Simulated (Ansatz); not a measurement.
Total energies of `CN(C)c1ccc(-c2ccc(-c3ccc(C#N)nc3)nc2)nc1` from Ansatz at PBE0-D4/def2-TZVP, gas phase (1 Eh = 27.2114 eV = 2625.5 kJ/mol). The reference geometry is relaxed at r2SCAN-D4/def2-SVP.

```xyz
38

C    -1.817    5.047   -3.532
N    -2.414    4.261   -2.475
C    -3.743    4.575   -1.992
C    -1.714    3.221   -1.923
C    -0.408    2.874   -2.348
C     0.250    1.809   -1.749
C    -0.376    1.075   -0.723
C     0.264   -0.067   -0.047
C     1.593   -0.467   -0.275
C     2.115   -1.563    0.403
C     1.302   -2.263    1.314
C     1.776   -3.440    2.072
C     0.946   -4.034    3.041
C     1.399   -5.139    3.749
C     2.688   -5.629    3.467
C     3.193   -6.771    4.184
N     3.576   -7.696    4.779
N     3.494   -5.084    2.542
C     3.044   -4.029    1.874
N     0.032   -1.879    1.544
C    -0.461   -0.833    0.896
N    -1.619    1.402   -0.322
C    -2.258    2.414   -0.883
H    -2.525    5.823   -3.850
H    -1.571    4.430   -4.415
H    -0.889    5.548   -3.201
H    -3.741    4.830   -0.916
H    -4.131    5.440   -2.543
H    -4.446    3.734   -2.137
H     0.090    3.431   -3.144
H     1.253    1.550   -2.095
H     2.234    0.076   -0.975
H     3.152   -1.858    0.226
H    -0.044   -3.604    3.210
H     0.781   -5.622    4.510
H     3.735   -3.625    1.125
H    -1.497   -0.550    1.110
H    -3.264    2.614   -0.499
```

```csv
state,geometry,energy (Eh)
charge 0 singlet,reference,-967.93208
charge 1 doublet,reference,-967.66817
charge -1 doublet,reference,-967.97494
free C atom (triplet),–,-37.80537
free N atom (quartet),–,-54.54382
free H atom (doublet),–,-0.50104
```

Single mean-field runs in def2-TZVP are fitted with def2-universal-jkfit.

Work out the vertical ionisation energy to the doublet.

E(charge 1 doublet) − E(charge 0 singlet) = -967.66817 − (-967.93208) = 0.26391 Eh = 7.18 eV. For comparison, −ε of the highest occupied level is 5.93 eV at this level, 1.25 eV less.

Work out the vertical electron affinity, to the doublet.

E(charge 0 singlet) − E(charge -1 doublet) = -967.93208 − (-967.97494) = 0.04286 Eh = 1.17 eV. The basis lacks diffuse functions, which makes affinities too small.

Give the fundamental gap IE − EA, the Mulliken electronegativity (IE + EA)/2 and the hardness (IE − EA)/2.

From the values in Eh: IE − EA = 0.26391 − 0.04286 = 0.22105 Eh = 6.02 eV; (IE + EA)/2 = 4.17 eV; (IE − EA)/2 = 3.01 eV. The HOMO–LUMO gap of the same run is 3.61 eV, 2.41 eV smaller than the fundamental gap.

What is the binding energy per atom against free atoms?

Atoms: 18 × (-37.80537) + 5 × (-54.54382) + 15 × (-0.50104) = -960.73136 Eh. Binding: -960.73136 − (-967.93208) = 7.20072 Eh = 195.94 eV, or 5.16 eV for each of 38 atoms (no zero-point energy, no counterpoise term).

At PBE0-D4/def2-TZVP the highest occupied level of the charge -1 doublet lies above zero (up to 0.06 eV). By energy differences its removal costs 1.17 eV (vertical, to the charge 0 singlet, at PBE0-D4/def2-TZVP); self-interaction error and the lack of diffuse functions both raise the level.
